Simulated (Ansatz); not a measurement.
Consider the formal exchange of groups at the Si–C bond: `C[Si](N)(O)[SiH3]` + `C=CCCCCCC` → `C=C[Si](N)(O)[SiH3]` + `CCCCCCC`.

Isolated molecules relaxed with PBE0-D4/def2-TZVP in Ansatz; ΔE leaves out vibrations. CCSD(T)/CBS is the MP2 limit (def2-TZVPP, def2-QZVPP) plus CCSD(T) − MP2 in def2-TZVPP, frozen cores. DFT in def2-TZVPP. B3LYP here is the variant with VWN-RPA as its local correlation; programs differ in this. One conformer a species, not always the lowest.

`C[Si](N)(O)[SiH3]`:

Cartesian coordinates in Å:
```
C -0.763 -0.733 -1.454
Si -0.291 0.282 0.039
N 0.484 1.692 -0.573
O -1.598 0.720 0.952
Si 1.027 -0.934 1.552
H 0.122 -1.095 -1.985
H -1.351 -1.603 -1.154
H -1.363 -0.144 -2.153
H 0.879 1.692 -1.499
H 0.970 2.332 0.033
H -2.156 1.405 0.577
H 0.287 -2.056 2.195
H 2.204 -1.515 0.843
H 1.548 -0.044 2.628
```

`C=CCCCCCC`:

Cartesian coordinates in Å:
```
C 1.066 -1.099 3.510
C 0.854 -0.624 2.291
C 1.326 -1.269 1.030
C 0.191 -1.773 0.135
C -0.814 -0.715 -0.303
C -0.213 0.437 -1.092
C -1.254 1.420 -1.600
C -0.651 2.575 -2.381
H 0.694 -0.592 4.393
H 1.626 -2.016 3.669
H 0.289 0.300 2.183
H 1.936 -0.553 0.467
H 1.982 -2.108 1.279
H -0.341 -2.571 0.664
H 0.634 -2.234 -0.756
H -1.582 -1.200 -0.915
H -1.341 -0.318 0.573
H 0.355 0.038 -1.943
H 0.513 0.979 -0.474
H -1.977 0.887 -2.228
H -1.825 1.810 -0.749
H -1.419 3.267 -2.735
H 0.050 3.144 -1.764
H -0.100 2.214 -3.254
```

`C=C[Si](N)(O)[SiH3]`:

Cartesian coordinates in Å:
```
C 0.149 -2.440 -0.452
C -0.588 -1.392 -0.089
Si 0.155 0.257 0.347
N -0.693 0.794 1.733
O 1.794 0.098 0.520
Si -0.073 1.853 -1.349
H -0.291 -3.396 -0.722
H 1.232 -2.378 -0.502
H -1.672 -1.504 -0.076
H -1.110 0.156 2.390
H -0.591 1.720 2.112
H 2.099 -0.422 1.267
H 0.211 3.220 -0.826
H -1.470 1.848 -1.866
H 0.847 1.586 -2.487
```

`CCCCCCC`:

```xyz
23

C    -0.917    2.222   -2.269
C    -1.356    2.247   -0.814
C    -1.292    0.891   -0.122
C     0.111    0.321    0.017
C     0.147   -0.996    0.773
C     1.545   -1.573    0.921
C     1.568   -2.889    1.678
H     0.132    1.937   -2.373
H    -1.037    3.203   -2.735
H    -1.512    1.506   -2.845
H    -0.740    2.963   -0.258
H    -2.383    2.624   -0.757
H    -1.736    0.979    0.876
H    -1.919    0.176   -0.670
H     0.557    0.175   -0.973
H     0.748    1.052    0.532
H    -0.494   -1.726    0.262
H    -0.294   -0.856    1.769
H     2.183   -0.843    1.431
H     1.983   -1.714   -0.074
H     0.963   -3.646    1.171
H     1.164   -2.769    2.688
H     2.583   -3.283    1.772
```

```tsv
level	ΔE (kJ/mol)	difference from CCSD(T)/CBS
PBE-D4	9.1	1.7
r2SCAN-D4	9.6	2.2
PBE0-D4	8.7	1.3
B3LYP-D4	6.6	-0.8
ωB97M-V	8.3	0.9
B3LYP	5.5	-1.9
HF/def2-TZVPP	1.9	-5.5
MP2/def2-TZVPP	8.5	1.1
SCS-MP2/def2-TZVPP	6.4	-1.0
CCSD/def2-TZVPP	6.7	-0.7
CCSD(T)/def2-TZVPP	7.1	-0.3
HF/def2-QZVPP	2.1	-5.3
MP2/def2-QZVPP	8.8	1.4
HF/CBS(def2)	2.2	-5.2
MP2/CBS(def2)	8.8	1.4
CCSD/CBS(def2)	7.0	-0.4
CCSD(T)/CBS	7.4	0
```

Largest T1 diagnostic among the species: 0.012.

In def2-TZVPP, CCSD(T) changes the Hartree–Fock value by +5.2 kJ/mol (the triples alone add +0.4 kJ/mol) and MP2 by +6.6 kJ/mol.
